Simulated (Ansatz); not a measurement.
The same path of Cl3HOTi + H2S (9 atoms, charge 0, multiplicity 1) was run twice with different band settings. Lost on the way: S7–H9. Made: Ti1–S7, O2–H9.

Theory: RKS B3LYP/def2-SVP (Ansatz).

Relaxed end points:

```xyz
9
Properties=species:S:1:pos:R:3
Ti -0.255 0.271 -0.150
O -0.225 0.061 1.590
H -0.113 0.597 2.388
Cl 1.721 0.899 -0.836
Cl -1.683 1.858 -0.620
Cl -0.867 -1.615 -1.093
S 1.625 -3.210 1.843
H 0.840 -3.460 0.770
H 0.807 -2.215 2.256
```

```xyz
9
Properties=species:S:1:pos:R:3
Ti 0.455 -0.424 -0.109
O -0.520 -1.027 1.911
H -1.420 -1.316 1.687
Cl 1.473 0.053 -1.979
Cl 0.495 1.557 0.934
Cl -1.505 -1.207 -0.858
S 2.040 -1.962 0.492
H 1.442 -2.289 1.662
H -0.610 -0.199 2.410
```

Common settings: movable images 9; climbing image yes; optimiser quadratic models (default); start path through a guess of the saddle point; force threshold 0.03 eV/Å; end points relaxed.

| run | spring | iteration limit |
| --- | --- | --- |
| 1 | 5.0 eV/Å² | 54 |
| 2 | 50.0 eV/Å² | 52 |

What does each run give, and how far can it be trusted?

Run 1: converged after 28 iterations, highest image 0.760 eV above the first end. A vibrational analysis at the climbing image gives one clearly imaginary mode, 1111i cm⁻¹: a first-order saddle point.
Run 2: converged after 25 iterations, highest image 0.760 eV above the first end. Another band between the same ends (9 images) ends at a top of the same energy, where a vibrational analysis finds 1 clearly imaginary mode.
The orbitals stay closed-shell, which can raise the energy where a bond breaks towards radicals; this wasn't checked here.
